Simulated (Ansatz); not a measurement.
Consider the formal hydrolysis of the Al–C bond: `CN[CH2][AlH][NH2]` + H₂O → `[NH2][AlH][OH]` + dimethylamine.

Computed with Ansatz on PBE0-D4/def2-TZVP structures; ΔE is electronic, products minus reactants. CCSD(T)/CBS adds triple-zeta CCSD(T) − MP2 to the extrapolated MP2 energy (def2 sets, frozen cores). This one scheme is used for every species. Functionals use def2-TZVPP. B3LYP here is the variant with VWN-RPA as its local correlation; programs differ in this. Each species was taken in one conformer, which may not be the lowest.

(1) Is it downhill or uphill in electronic energy at CCSD(T)/CBS, and by how much? (An estimate is asked.)

(2) What do these levels give: B3LYP-D4, PBE, r2SCAN, CCSD/def2-TZVPP, HF/CBS(def2), MP2/CBS(def2)? (Estimate.)

Largest T1 diagnostic among the species: 0.011.

Answers

(1) The calculation gave: Downhill: ΔE = -36.1 kcal/mol.

(2) Ansatz gave: B3LYP-D4 -36.6, PBE -35.1, r2SCAN -37.4, CCSD/def2-TZVPP -37.4, HF/CBS(def2) -42.4, MP2/CBS(def2) -36.7 kcal/mol.

The D4 term adds +2.3 kcal/mol with B3LYP and +1.3 kcal/mol with PBE0; it sums over pairs of atoms, weighted by their polarisabilities, and B3LYP, whose exchange is more repulsive, gets the larger term. In def2-TZVPP, CCSD(T) changes the Hartree–Fock value by +5.7 kcal/mol (the triples alone add +0.9 kcal/mol) and MP2 by +5.0 kcal/mol. From PBE to PBE0 (25 % exact exchange), in def2-TZVPP and without D4, ΔE moves by −0.8 kcal/mol.
